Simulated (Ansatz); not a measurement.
Two members of one family (Same ligands, another metal), computed with Ansatz in the gas phase; def2 core potentials for Mo, W, no spin–orbit coupling. The two geometries come from different levels. Names give formal oxidation states. A dash marks a value that wasn't run or was left out as unsound. The structures are stationary points that may keep the symmetry of their start. Remarks come from the PBE and PBE0 runs and from stability tests at other levels; not every state was tested. HOMO above LUMO (over both spins in singlets and doublets, within one spin in higher multiplets; at PBE or PBE0), or a gap under 0.15 eV within one spin, warns that the state may not be the lowest or that an electron is smeared out.

First: WO2(NH2)2 (singlet, charge 0, B3LYP-D4/def2-SVP geometry).

```xyz
9

W    -0.0333    0.1993    0.6202
O    -1.3248    1.1689    1.2228
O     1.1623   -0.2001    1.7951
N     0.8490    1.2038   -0.8090
H     1.8389    1.1324   -1.0356
H     0.3995    1.9252   -1.3681
N    -0.8042   -1.4764   -0.0384
H    -1.7635   -1.5803   -0.3586
H    -0.3239   -2.3728   -0.0285
```

| level | HOMO (eV) | LUMO (eV) | gap (eV) | vertical IE (eV) | vertical triplet (eV) |
| --- | --- | --- | --- | --- | --- |
| LDA (SPW92)/def2-TZVP | -6.62 | -2.38 | 4.24 | – | – |
| PBE-D4/def2-SVP | -6.25 | -2.07 | 4.18 | – | – |
| PBE-D4/def2-TZVP | -6.40 | -2.15 | 4.25 | 9.45 | 4.44 |
| r2SCAN-D4/def2-TZVP | -6.73 | -2.04 | 4.69 | 9.55 | 4.53 |
| PBE0-D4/def2-SVP | -7.71 | -1.28 | 6.43 | – | – |

Metal–donor distances: 2 × O 1.72 Å, 2 × N 1.96 Å. Remarks: gap within one spin near zero at PBE or PBE0 (+1 doublet), gap within one spin near zero at PBE or PBE0 (triplet).

Second: MoO2(NH2)2 (singlet, charge 0, PBE0-D4/def2-SVP geometry).

| atom | x (Å) | y (Å) | z (Å) |
| --- | --- | --- | --- |
| Mo1 | -0.095 | -0.538 | -0.358 |
| O2 | 1.049 | -1.763 | -0.478 |
| O3 | -1.505 | -0.808 | -1.234 |
| N4 | 0.708 | 1.084 | -1.024 |
| H5 | 0.193 | 1.832 | -1.478 |
| H6 | 1.708 | 1.266 | -1.029 |
| N7 | -0.582 | -0.368 | 1.501 |
| H8 | 0.019 | -0.636 | 2.274 |
| H9 | -1.496 | -0.069 | 1.827 |

Question: Estimate how these quantities change from the first to the second (second minus first).

Answer: 
```csv
level,Δ HOMO (eV),Δ LUMO (eV),Δ gap (eV),Δ vertical IE (eV),Δ vertical triplet (eV)
LDA (SPW92)/def2-TZVP,0.11,-0.41,-0.52,–,–
PBE-D4/def2-SVP,0.14,-0.35,-0.49,–,–
PBE-D4/def2-TZVP,0.12,-0.42,-0.54,-0.10,-0.40
r2SCAN-D4/def2-TZVP,0.13,-0.47,-0.60,-0.13,-0.43
PBE0-D4/def2-SVP,0.16,-0.39,-0.55,–,–
```

Metal–donor distances: 2 × O 1.68 Å, 2 × N 1.93 Å. Remarks: gap within one spin near zero at PBE or PBE0 (triplet).
